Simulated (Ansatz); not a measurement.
One geometry of `C=C[Si](N)(O)F`, several functionals.

```yaml
crystal:
  periodic: [false, false, false]
  atoms:
    - {symbol: C, position_ang: [-0.233232, 1.783376, -0.670967]}
    - {symbol: C, position_ang: [-0.713521, 1.005780, 0.296784]}
    - {symbol: Si, position_ang: [-0.131221, -0.721263, 0.596097]}
    - {symbol: N, position_ang: [1.406131, -0.924236, -0.100053]}
    - {symbol: O, position_ang: [-1.132081, -1.888600, 0.037986]}
    - {symbol: F, position_ang: [-0.166932, -0.955100, 2.174135]}
    - {symbol: H, position_ang: [-0.596493, 2.793876, -0.837050]}
    - {symbol: H, position_ang: [0.547699, 1.436832, -1.342194]}
    - {symbol: H, position_ang: [-1.499291, 1.406395, 0.935438]}
    - {symbol: H, position_ang: [1.776066, -1.851861, -0.232999]}
    - {symbol: H, position_ang: [2.141743, -0.259657, 0.077618]}
    - {symbol: H, position_ang: [-1.321768, -1.880743, -0.900795]}
basis:
  gaussian: {orbitals: def2-TZVPP}
hamiltonian: {xc: {name: B3LYP}, dispersion: d4}
output: {forces: true, orbitals: {seedname: orbitals}}
```

```sh
$ ansatz run in.yaml --threads 4 --pin off --events-out ev --progress --plain
```

Output, abridged:

```
Functional definition: B3LYP
1467 factors; their error is unknown
mean field evaluation 1: about -16295.0125 eV, gradient 9.7e1 eV
mean field evaluation 2: about -16278.3661 eV, gradient 1.3e2 eV
mean field evaluation 4: about -16311.8464 eV, gradient 7.4e0 eV
mean field evaluation 8: about -16311.9731 eV, gradient 4.1e-1 eV
mean field evaluation 16: about -16311.9733 eV, gradient 2.7e-5 eV
mean field -16311.97329612 eV, -599.4539619799 hartree, gradient 2.7e-5 eV, S^2 0.000000; 0 other end points of the search recorded, 0 dependent functions left out
reference -16311.97357441 eV, -599.4539722069 hartree; 28, 28 occupied and 253, 253 virtual orbitals, 1467 factors
Total energy: -16312.41381542 eV, -599.4701507654 hartree
Atom 0 at    -0.233232     1.783376    -0.670967 Å, force     0.040046     0.118035    -0.118706 eV/Å
Atom 1 at    -0.713521     1.005780     0.296784 Å, force    -0.077655     0.013204     0.078972 eV/Å
Atom 2 at    -0.131221    -0.721263     0.596097 Å, force    -0.000077     0.103725    -0.042035 eV/Å
Atom 3 at     1.406131    -0.924236    -0.100053 Å, force     0.092608    -0.020435    -0.015197 eV/Å
Atom 4 at    -1.132081    -1.888600     0.037986 Å, force    -0.084857    -0.083273    -0.076626 eV/Å
Atom 5 at    -0.166932    -0.955100     2.174135 Å, force     0.001097    -0.031492     0.223507 eV/Å
Atom 6 at    -0.596493     2.793876    -0.837050 Å, force     0.035243    -0.068383     0.001682 eV/Å
Atom 7 at     0.547699     1.436832    -1.342194 Å, force    -0.062382     0.047870     0.044823 eV/Å
Atom 8 at    -1.499291     1.406395     0.935438 Å, force     0.050398    -0.024377    -0.041861 eV/Å
Atom 9 at     1.776066    -1.851861    -0.232999 Å, force     0.026613     0.007996    -0.009241 eV/Å
Atom 10 at     2.141743    -0.259657     0.077618 Å, force     0.020184    -0.014839    -0.017587 eV/Å
Atom 11 at    -1.321768    -1.880743    -0.900795 Å, force    -0.041218    -0.048031    -0.027730 eV/Å
Dipole moment:     0.257739     0.200574    -0.516228 e Å
```

It took 6.5 s on 4 threads of a server CPU on a shared host, with 0.86 GiB of host memory at the peak.

The same input with `hamiltonian: {xc: {name: BLYP}, dispersion: d4}` and no forces (abridged; 2.9 s):

```
Functional definition: BLYP
mean field evaluation 16: about -16309.0855 eV, gradient 7.0e-4 eV
mean field -16309.08551846 eV, -599.3478381082 hartree, gradient 5.3e-5 eV, S^2 0.000000
Total energy: -16309.68913628 eV, -599.3700206538 hartree
```

Changing it to `hamiltonian: {xc: {name: PBE-QIDH}}` and no forces (abridged; 13 s):

```
Functional definition: PBE-QIDH
mean field evaluation 16: about -16283.9464 eV, gradient 1.6e-4 eV
mean field -16283.94644262 eV, -598.4239941111 hartree, gradient 4.6e-6 eV, S^2 0.000000
10 core orbitals not correlated: weight in the atoms' cores, before any rotation towards them, 1.000 or more for the frozen orbitals, at most 0.000 for the correlated occupied ones
second order -34.65360211 eV of doubles, -0.00000000 eV of singles
Total energy: -16295.49765575 eV, -598.8484933638 hartree
```

Changing it to `hamiltonian: {xc: r2scan, dispersion: d4}` (abridged; 6.5 s):

```
Functional definition: r2SCAN
mean field evaluation 16: about -16306.3719 eV, gradient 1.6e-3 eV
mean field -16306.37188742 eV, -599.2481140068 hartree, gradient 4.7e-5 eV, S^2 0.000000
Total energy: -16306.44053570 eV, -599.2506367846 hartree
Atom 0 force     0.052870     0.141750    -0.142042 eV/Å
Atom 1 force    -0.034574    -0.153113     0.140577 eV/Å
Atom 2 force     0.006803     0.073964    -0.024989 eV/Å
Atom 3 force    -0.024682     0.011390    -0.027526 eV/Å
Atom 4 force    -0.041369    -0.054802     0.011708 eV/Å
Atom 5 force    -0.016710    -0.018512     0.063261 eV/Å
Atom 6 force     0.008065    -0.001631    -0.007445 eV/Å
Atom 7 force    -0.004128     0.005424     0.007082 eV/Å
Atom 8 force    -0.008743     0.013502     0.000272 eV/Å
Atom 9 force     0.033677    -0.007540     0.004807 eV/Å
Atom 10 force     0.034931    -0.004563    -0.002921 eV/Å
Atom 11 force    -0.006140    -0.005870    -0.022785 eV/Å
Dipole moment:     0.256179     0.189167    -0.510637 e Å
```

With the line `hamiltonian: {xc: {name: B97M-V}}` and no forces (abridged; 12 s):

```
Functional definition: B97M-V
mean field evaluation 16: about -16307.5074 eV, gradient 4.6e-4 eV
mean field -16307.50741970 eV, -599.2898440483 hartree, gradient 5.0e-5 eV, S^2 0.000000
Total energy: -16307.50748238 eV, -599.2898463518 hartree
```

With the line `hamiltonian: {xc: {name: r2SCANh}, dispersion: d4}` and no forces (abridged; 7.5 s):

```
Functional definition: r2SCANh
mean field evaluation 16: about -16305.8928 eV, gradient 9.3e-4 eV
mean field -16305.89279422 eV, -599.2305076564 hartree, gradient 3.3e-5 eV, S^2 0.000000
Total energy: -16305.96536287 eV, -599.2331745050 hartree
```

B3LYP takes the VWN-RPA correlation (the form of Gaussian; ORCA's B3LYP/G).
